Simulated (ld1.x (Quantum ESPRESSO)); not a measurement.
**An all-electron radial function and its pseudo partner (P)**

Columns: radius, all-electron u(r) and pseudo u(r) of the 3p shell (level -5.55 eV) of phosphorus in the configuration [Ne] 3s2 3p3; PW91, scalar-relativistic, ultrasoft scheme, ld1.x (Quantum ESPRESSO) 7.5.

```
r (bohr)  all-electron   pseudo
   0.090        0.1142  -0.0050
   0.180        0.2444  -0.0197
   0.270        0.2967  -0.0436
   0.360        0.2773  -0.0758
   0.450        0.2101  -0.1152
   0.540        0.1166  -0.1603
   0.630        0.0119  -0.2098
   0.720       -0.0939  -0.2621
   0.810       -0.1947  -0.3156
   0.900       -0.2871  -0.3691
   0.990       -0.3692  -0.4213
   1.080       -0.4407  -0.4710
   1.170       -0.5017  -0.5171
   1.260       -0.5525  -0.5589
   1.350       -0.5936  -0.5954
   1.440       -0.6256  -0.6258
   1.530       -0.6494  -0.6494
   1.620       -0.6658  -0.6658
   1.710       -0.6757  -0.6757
   1.800       -0.6799  -0.6799
   1.890       -0.6793  -0.6793
   1.980       -0.6746  -0.6746
   2.070       -0.6664  -0.6664
   2.160       -0.6554  -0.6554
   2.250       -0.6420  -0.6420
   2.340       -0.6268  -0.6268
```

Problem. How many radial nodes do the two functions have?

Solution. The all-electron 3p function has n − l − 1 = 1; the pseudo-wave has 0, since the states of the same l below it are removed with the core.

Problem. At about which radius was the pseudo-wave matched?

Solution. 1.50 bohr, where the columns begin to agree (steps of 0.09 bohr).

Problem. Is the pseudo-wave norm-conserving?

Solution. No, it belongs to an ultrasoft set: the norm inside the radius is not constrained, and the difference is carried by the augmentation charge.
